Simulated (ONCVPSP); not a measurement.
# molybdenum: one change to an ONCV potential, before and after

* Element: Mo (Z = 42)
* Generator: ONCVPSP 4.0.1
* Type: optimised norm-conserving Vanderbilt (ONCV)
* Functional: LDA (Perdew-Wang 92)
* Relativity: non-relativistic
* Frozen core: [Ar] 3d10
* Valence charge: 14
* Reference configuration: 4s2 4p6 4d5 5s0.5 (charge +0.5)
* Partial waves: 4s+5s: rc 1.90 bohr, ncon 4, nbas 7, qcut 5.5 1/bohr, 2 projectors; 4p: rc 2.00 bohr, ncon 3, nbas 7, qcut 6.8 1/bohr, 2 projectors, debl 2.5 Ha; 4d: rc 1.55 bohr, ncon 4, nbas 9, qcut 5.5 1/bohr, 1 projector
* Local potential: polynomial inside 1.15 bohr (lpopt 5, dvloc0 -1 Ha)
* Core correction: Teter function, fcfact 3, rcfact 1

All-electron outer shells of the reference configuration (LDA (PZ), non-relativistic, ld1.x):

| shell | level (eV) | outermost node (bohr) | outermost maximum (bohr) |
| --- | --- | --- | --- |
| 3d | -227.89 | – | 0.32 |
| 4s | -64.03 | 0.53 | 1.01 |
| 4p | -41.05 | 0.53 | 1.08 |
| 4d | -7.36 | 0.53 | 1.37 |
| 5s | -6.78 | 1.38 | 2.93 |

Change: core correction Teter function, fcfact 3, rcfact 1.76.

Cutoffs: the cutoffs (Ha) at which the residual kinetic energy of the hardest occupied pseudo-wave falls to 1 and 0.1 mHa per electron; they do not see the model core or the augmentation charge, which bear on the density cutoff. Errors are all-electron minus pseudo energies relative to the spin-unpolarised reference configuration.

Problem. Predict the effect on cutoff, ghosts and configuration errors.

Solution. The potential gets neither clearly harder nor softer (30 Ha and 118 Ha → 30 Ha and 118 Ha); of the 4 tests that both files solve, the error grows in 0 and shrinks in 2 by more than 15 % and 0.3 meV (median size 0.8 → 0.3 meV); neither file shows a bound ghost. A model core, the more so a compact one, raises the density cutoff, which this test does not measure.

```tsv
quantity	base	changed
cutoff, loose	30 Ha	30 Ha
cutoff, tight	118 Ha	118 Ha
bound ghosts	none	none
GHOST(+) flags under 300 eV	s at 78.6 eV	s at 78.6 eV
error for 4s2 4p6 4d5 5s1, meV [ΔE -2.69 eV]	-0.1	-0.2
error for 4s2 4p6 4d5 5s0, meV [ΔE 4.11 eV]	-0.3	-0.4
error for 4s2 4p6 4d4 5s0, meV [ΔE 20.02 eV]	+1.3	+0.1
error for 4s2 4p6 4d3 5s0, meV [ΔE 47.34 eV]	+14	+2.7
s: phases at 1.93 bohr within 0.05 rad from the reference energy up to (Ha; the scan ends near 5)	2.7	2.7
p: phases at 2.03 bohr within 0.05 rad from the reference energy up to (Ha; the scan ends near 5)	to the end of the scan	to the end of the scan
d: phases at 1.57 bohr within 0.05 rad from the reference energy up to (Ha; the scan ends near 5)	4.6	4.6
rms error of d²Exc/dni dnj with the model core, mHa	2.04	1.97
```
